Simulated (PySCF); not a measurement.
C4H9B, singlet, geometry from GFN2-xTB; DF-B3LYP/STO-3G (PySCF).

PySCF was given this input:
```python
from pyscf import gto, scf, dft

mol = gto.M(
    atom='''
B    -0.66476754    0.64662550    0.70697572
H    -1.33675222    1.33344244    1.38248177
C     0.82580765    1.08043749    0.41836513
C     1.83622956   -0.03378869    0.13450181
H     1.22178202    1.71664572    1.21370382
H     0.76960512    1.72638025   -0.46705365
H     1.49468239   -0.67204312   -0.67547672
H     1.96936987   -0.65362933    1.01862660
H     2.80584956    0.38043203   -0.13767686
C    -1.29974687   -0.62635932    0.09636367
C    -1.23692640   -1.00633466   -1.17651438
H    -1.90658355   -1.23836586    0.75933673
H    -1.75021310   -1.87832128   -1.55327502
H    -0.69608590   -0.43139739   -1.91184278
''',
    basis='sto-3g',
    verbose=4,
    max_memory=1800,
)

mf = dft.RKS(mol)
mf.xc = 'b3lyp'
mf = mf.density_fit(auxbasis='def2-universal-jkfit')
mf.kernel()
```

The log (banner, timings and long lists left out):

```
PySCF version 2.14.0

[INPUT] verbose = 4
[INPUT] num. atoms = 14
[INPUT] num. electrons = 38
[INPUT] charge = 0
[INPUT] spin (= nelec alpha-beta = 2S) = 0
[INPUT] symmetry False subgroup None
[INPUT] Mole.unit = angstrom
[INPUT] Symbol           X                Y                Z      unit          X                Y                Z       unit  Magmom
[...]
nuclear repulsion = 153.492204716001
number of shells = 24
number of NR pGTOs = 102
number of NR cGTOs = 34
basis = sto-3g
ecp = {}

******** <class 'pyscf.df.df_jk.DFRKS'> ********
method = DFRKS
initial guess = minao
damping factor = 0
level_shift factor = 0
DIIS = <class 'pyscf.scf.diis.CDIIS'>
diis_start_cycle = 1
diis_space = 8
diis_damp = 0
SCF conv_tol = 1e-09
SCF conv_tol_grad = None
SCF max_cycles = 50
direct_scf = False
XC library pyscf.dft.libxc version 7.1.2
    S. Lehtola, C. Steigemann, M. J. T. Oliveira, and M. A. L. Marques,  SoftwareX 7, 1–5 (2018)
XC functionals = b3lyp
    P. J. Stephens, F. J. Devlin, C. F. Chabalowski, and M. J. Frisch,  J. Phys. Chem. 98, 11623 (1994)
radial grids:
    Treutler-Ahlrichs [JCP 102, 346 (1995); DOI:10.1063/1.469408] (M4) radial grids

becke partition: Becke, JCP 88, 2547 (1988); DOI:10.1063/1.454033
pruning grids: <function nwchem_prune>
grids dens level: 3
symmetrized grids: False
atomic radii adjust function: <function treutler_atomic_radii_adjust>
small_rho_cutoff = 0
Set gradient conv threshold to 3.16228e-05
Initial guess from minao.
tot grids = 158792
******** <class 'pyscf.df.df.DF'> ********
auxbasis = def2-universal-jkfit
init E= -180.701242141927
[...]
cycle= 1 E= -180.445755526452  delta_E= 0.255  |g|= 0.231  |ddm|= 4.46
[...]
cycle= 2 E= -180.448747322059  delta_E= -0.00299  |g|= 0.217  |ddm|= 0.586
[...]
cycle= 3 E= -180.461914126121  delta_E= -0.0132  |g|= 0.069  |ddm|= 0.318
[...]
cycle= 4 E= -180.46337141747  delta_E= -0.00146  |g|= 0.0138  |ddm|= 0.097
[...]
cycle= 5 E= -180.463432756746  delta_E= -6.13e-05  |g|= 0.00189  |ddm|= 0.0188
[...]
cycle= 6 E= -180.463433974845  delta_E= -1.22e-06  |g|= 0.000315  |ddm|= 0.00306
[...]
cycle= 7 E= -180.463434010188  delta_E= -3.53e-08  |g|= 7.59e-05  |ddm|= 0.000557
[...]
cycle= 8 E= -180.463434012136  delta_E= -1.95e-09  |g|= 1.3e-05  |ddm|= 0.000108
[...]
cycle= 9 E= -180.463434012196  delta_E= -5.91e-11  |g|= 3.18e-06  |ddm|= 2.11e-05
[...]
Extra cycle  E= -180.463434012197  delta_E= -1.25e-12  |g|= 2.91e-06  |ddm|= 7.89e-06
converged SCF energy = -180.463434012197
```
